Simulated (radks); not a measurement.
Task: Neutral antimony, configuration [Kr] 4d8 5s1 5p6 (not the ground configuration). Calculated with a radial shooting solver on a logarithmic mesh with Libxc functionals: scalar-relativistic Kohn-Sham, PBE, spin-unpolarised, spherical densities, finite nucleus; Fermi nuclear charge, rms radius 4.6802 fm. Some entries of the table are withheld. Estimate them.

| orbital | occ. | eigenvalue (hartree) | <1/r> (bohr^-1) |
|---|---|---|---|
| 1s | 2 | -1114.303 | 54.32 |
| 2s | 2 | -170.1637 | 12.41 |
| 2p | 6 | (1) | 11.92 |
| 3s | 2 | -33.89293 | 4.424 |
| 3p | 6 | -28.24527 | (2) |
| 3d | 10 | -19.63241 | 3.979 |
| 4s | 2 | -6.03970 | 1.777 |
| 4p | 6 | -4.28713 | (3) |
| 4d | 8 | -1.71415 | 1.352 |
| 5s | 1 | -0.63052 | 0.6415 |
| 5p | 6 | -0.27343 | (4) |

Result: 
(1) 2p eigenvalue (hartree): -152.8381
(2) 3p <1/r> (bohr^-1): 4.210
(3) 4p <1/r> (bohr^-1): 1.627
(4) 5p <1/r> (bohr^-1): 0.5137
